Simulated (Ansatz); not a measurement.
`Oc1ccc(O)cc1` + CH₄ → `Cc1ccc(O)cc1` + H₂O at 400 K and 1 bar (formal exchange of groups at a C–O bond).

Isolated molecules relaxed with PBE0-D4/def2-TZVP in Ansatz; ΔE leaves out vibrations. CCSD(T)/CBS adds triple-zeta CCSD(T) − MP2 to the extrapolated MP2 energy (def2 sets, frozen cores). This one scheme is used for every species. One conformer a species, not always the lowest.

```
       species  CCSD(T)/CBS energy (Eh)  H − E (kJ/mol)  S (J/(mol·K))
`Oc1ccc(O)cc1`               -382.26520           320.9          371.7
           CH₄                -40.46206           131.3          197.2
`Cc1ccc(O)cc1`               -346.36018           384.1          400.3
           H₂O                -76.37941            69.8          198.6
```

H − E and S are ideal-gas, rigid-rotor, harmonic terms from PBE0-D4/def2-TZVP, for one conformer and one mirror image of each species. 1 Eh = 2625.50 kJ/mol, R = 8.31446 J/(mol·K).

Task: By hand: ΔE, ΔH, ΔS and ΔG.

Result: ΔE = (-346.36018) + (-76.37941) − (-382.26520) − (-40.46206) = -0.01233 Eh = -32.4 kJ/mol. Δ(H − E) = 384.1 + 69.8 − 320.9 − 131.3 = 1.7, so ΔH = -30.7 kJ/mol. ΔS = 400.3 + 198.6 − 371.7 − 197.2 = 30.0 J/(mol·K). ΔG = -30.7 − 400 × (30.0)/1000 = -42.7 kJ/mol.

Task: By hand: the equilibrium constant, and the temperature at which ΔG would vanish if ΔH and ΔS stayed fixed.

Result: log₁₀ K = −ΔG/(RT ln 10) = 5.6. ΔH and −TΔS have one sign here, so there is no such temperature.

TΔS isn't small against ΔH here. A doubt of 5 kJ/mol in ΔE shifts log₁₀ K by 0.7 here. Other conformers and mirror images would add mixing entropy, several J/(mol·K) or more a flexible species. Modes under 60 cm⁻¹, often nearly free rotors, make the harmonic entropy too high. These are equilibria of isolated gas molecules and say nothing of rates. Largest T1 diagnostic: 0.012 (customary marks: 0.02 for closed shells, 0.045 for open ones).
